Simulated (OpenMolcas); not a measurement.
## 4f ions of charge +4 along the row

* Program: OpenMolcas 26.06
* Method: MS-CASPT2, IPEA 0.25 Eh, imaginary shift 0.1 Eh
* Basis: ANO-RCC-VQZP
* Scalar Hamiltonian: DKH2, point nucleus
* Spin-orbit coupling: state interaction with AMFI integrals over the reference wave functions, term energies averaged over their components

Active space: the 4f shell; CASPT2 also correlates the outermost closed s and p core shells.

ζ = ±2S·A comes from the whole width of the ground multiplet by E(J) = (A/2) J(J+1), where its levels are at least 85 % pure. Energies in cm-1.

```csv
Ion,Configuration,Lowest level,Weight (%),g,"g, pure LS",Next level,E,ζ
Pm4+,4f3,4I* 9/2,96,0.733,0.727,4I* 11/2,2600,1262
Sm4+,4f4,5I4,97,0.606,0.599,5I5,2030,1374
Eu4+,4f5,6H* 5/2,95,0.299,0.284,6H* 7/2,1404,1556
Gd4+,4f6,7F0,91,,,7F1,540,1913
Dy4+,4f8,7F6,95,1.493,1.501,7F5,2560,1997
Ho4+,4f9,6H* 15/2,93,1.325,1.334,6H* 13/2,4290,2291
Er4+,4f10,5I8,93,1.241,1.251,5I7,6140,2436
Tm4+,4f11,4I* 15/2,97,1.196,1.200,4I* 13/2,7780,
```

The computed ζ goes from 1262 (Pm4+) to 2436 cm-1 (Er4+), a factor of 1.93, rising at every step.

Term energies are means over components that CASPT2 splits; among the low terms the widest spread is 990 cm-1 (4f11 2L*, Tm4+). High states are left out of the spin-orbit mixing, which shifts the levels that they would mix with. The CASPT2 spread within a term exceeds the gap to the next term for 4f3 4F* and 4f3 4S*, 4f3 4G* and 4f3 2K*, so the order of their levels is uncertain, and so are names and mixing where such terms share a J (figures for Pm4+; the like holds for Sm4+, Er4+, Tm4+). Blocks of more than 70 roots (2S+1 = 2 odd) ran without multistate coupling (holds for Pm4+; Tm4+). Blocks of more than 70 roots (2S+1 = 3 even, 1 even) ran without multistate coupling (holds for Sm4+; Er4+). Blocks of more than 70 roots (2S+1 = 4 odd, 2 odd) ran without multistate coupling (holds for Eu4+; Ho4+). Blocks of more than 70 roots (2S+1 = 5 even, 3 even) ran without multistate coupling (holds for Gd4+; Dy4+). Terms from blocks run as CI alone lack orbitals of their own (holds for Gd4+). Levels of configurations outside the active space are missing.

* marks odd parity.
